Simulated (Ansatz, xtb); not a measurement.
## CH3F2GaS: where a starting geometry ends

The starting geometry of this gas-phase singlet was built from a drawn formula by distance geometry; its bonds are those of `FS[C@H](F)[GaH2]`.

```xyz
8

C    -0.0376    0.7243   -0.9281
F    -2.7814   -0.1610   -0.9222
F    -0.1708    1.1425   -2.2438
Ga    0.6759   -1.1939   -0.8522
S    -1.6120    0.7862   -0.1083
H     0.7055    1.3142   -0.3459
H     1.5927   -1.4150   -1.8063
H     0.0586   -1.8338    0.2357
```

Task: Predict what becomes of its bonds when it is optimised with r2SCAN-D4/def2-SVP.

Result: It rearranges, giving a structure given below by its coordinates. Distances that change by over a tenth: Ga4–S5 (3.12 → 2.61 Å), Ga4–H7 (1.34 → 1.56 Å), Ga4–H8 (1.40 → 1.56 Å). Contacts that open: C1–Ga4 (2.05 → 3.18 Å), F2–S5 (1.71 → 3.20 Å). Contacts that close: F2–Ga4 (3.61 → 1.80 Å).

The energy falls by 3.67 eV over 71 steps:

```
step  E − E(last) (eV)
   1             3.672
   9             1.968
  17             0.754
  24             0.370
  32             0.267
  40             0.222
  48             0.218
  55             0.218
  63             0.155
  71             0.000
```

Final geometry (Å):

| atom | x (Å) | y (Å) | z (Å) |
| --- | --- | --- | --- |
| C | -0.2663 | 1.4766 | -1.3109 |
| F | -0.7981 | -1.1783 | -1.9630 |
| F | -0.3116 | 2.7401 | -1.6469 |
| Ga | -0.0818 | -1.5516 | -0.3523 |
| S | 0.3404 | 0.9822 | 0.1121 |
| H | -0.6722 | 0.7839 | -2.0700 |
| H | 1.3906 | -2.0479 | -0.4641 |
| H | -1.1699 | -1.8415 | 0.7240 |

From the same start GFN2-xTB reaches the same bonding as this run.

The end wasn't checked by frequencies. Run with Ansatz 0.2.0, 4.4 min on 2 threads of Arm Neoverse V1, with other jobs on the host.
